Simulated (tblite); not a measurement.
Parent: `[CH2:1]=[CH:2][n:3]1[cH:4][c:5]([C:6]([CH3:7])=[O:8])[n:9][n:10]1` with C1–C2–N3–C4 180°, C4–C5–C6–C7 180°, C6H7N3O.

Structures optimised with GFN2-xTB, isolated species. One conformer each, not checked by frequencies here.

```json
{"coordinate of the parent": "C1=C2", "value": "1.323 Å"}
{"coordinate of the parent": "C2–N3", "value": "1.392 Å"}
{"coordinate of the parent": "N3–C4", "value": "1.351 Å"}
{"coordinate of the parent": "C4–C5", "value": "1.385 Å"}
{"coordinate of the parent": "C5–C6", "value": "1.469 Å"}
{"coordinate of the parent": "C6–C7", "value": "1.501 Å"}
{"coordinate of the parent": "C6=O8", "value": "1.211 Å"}
{"coordinate of the parent": "C5–N9", "value": "1.360 Å"}
{"coordinate of the parent": "N9–N10", "value": "1.266 Å"}
{"coordinate of the parent": "N3–N10", "value": "1.343 Å"}
{"coordinate of the parent": "C1–C2–N3", "value": "122.6°"}
{"coordinate of the parent": "C2–N3–C4", "value": "127.8°"}
{"coordinate of the parent": "C2–N3–N10", "value": "122.8°"}
{"coordinate of the parent": "C4–N3–N10", "value": "109.4°"}
{"coordinate of the parent": "N3–C4–C5", "value": "104.6°"}
{"coordinate of the parent": "C4–C5–C6", "value": "129.0°"}
{"coordinate of the parent": "C4–C5–N9", "value": "107.1°"}
{"coordinate of the parent": "C6–C5–N9", "value": "123.8°"}
{"coordinate of the parent": "C5–C6–C7", "value": "114.3°"}
{"coordinate of the parent": "C5–C6–O8", "value": "121.5°"}
{"coordinate of the parent": "C7–C6–O8", "value": "124.2°"}
{"coordinate of the parent": "C5–N9–N10", "value": "109.7°"}
{"coordinate of the parent": "N3–N10–N9", "value": "109.2°"}
```

Problem. How does the shared frame change in `[CH3:1][C:2](=[O:3])[c:4]1[cH:5][n:6]([SiH3:7])[n:8][n:9]1` with C1–C2–C4–C5 175°, C4H7N3OSi? Atoms pair as N3 = N6, C4 = C5, C5 = C4, C6 = C2, C7 = C1, O8 = O3, N9 = N9, N10 = N8 (parent first).

Solution. 
```
   parent  relative  value in the relative  change
    N3–C4     N6–C5                1.347 Å  -0.004
    C4–C5     C5–C4                1.383 Å  -0.002
    C5–C6     C4–C2                1.468 Å  -0.001
    C6–C7     C2–C1                1.502 Å  +0.001
    C6=O8     C2=O3                1.211 Å   0.000
    C5–N9     C4–N9                1.361 Å  +0.001
   N9–N10     N9–N8                1.263 Å  -0.003
   N3–N10     N6–N8                1.350 Å  +0.007
C4–N3–N10  C5–N6–N8                 108.4°    -1.0
 N3–C4–C5  N6–C5–C4                 105.6°    +1.0
 C4–C5–C6  C5–C4–C2                 129.3°    +0.3
 C4–C5–N9  C5–C4–N9                 106.7°    -0.4
 C6–C5–N9  C2–C4–N9                 124.0°    +0.2
 C5–C6–C7  C4–C2–C1                 114.3°     0.0
 C5–C6–O8  C4–C2–O3                 121.6°    +0.1
 C7–C6–O8  C1–C2–O3                 124.1°    -0.1
C5–N9–N10  C4–N9–N8                 109.6°    -0.1
N3–N10–N9  N6–N8–N9                 109.7°    +0.5
```

Of the parent's bonds, N3–N10 changes most (+0.007 Å). Bonds of the relative outside the shared frame: N6–Si7 1.768 Å.

All values are computed, not measured.
